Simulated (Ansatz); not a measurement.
Consider the substitution at a C–Cl bond: `[SiH3]C1(Cl)C[SiH2]1` + H–F → `FC1([SiH3])C[SiH2]1` + HCl.

Program: Ansatz. Geometries: PBE0-D4/def2-TZVP. ΔE: electronic, gas phase. CBS: MP2 limit from def2 TZ/QZ plus the TZ coupled-cluster correction, frozen cores. This one scheme is used for every species. Functionals use def2-TZVPP.

CCSD(T)/CBS gives +0.53 eV.

Question: Another level gave +0.29 eV. Which?
A. CCSD/def2-TZVPP
B. r2SCAN-D4/def2-TZVPP
C. HF/def2-TZVPP
D. SCS-MP2/def2-TZVPP

Answer: C. HF/def2-TZVPP 0.29, r2SCAN-D4 0.36, SCS-MP2/def2-TZVPP 0.54, CCSD/def2-TZVPP 0.44 eV.

Largest T1 diagnostic among the species: 0.013.

The D4 term adds +0.10 eV with B3LYP and +0.05 eV with PBE0; it sums over pairs of atoms, weighted by their polarisabilities, and B3LYP, whose exchange is more repulsive, gets the larger term. From PBE to PBE0 (25 % exact exchange), in def2-TZVPP and without D4, ΔE moves by +0.06 eV. In def2-TZVPP, CCSD(T) changes the Hartree–Fock value by +0.18 eV (the triples alone add +0.03 eV) and MP2 by +0.35 eV.

B3LYP here is the variant with VWN-RPA as its local correlation; programs differ in this.
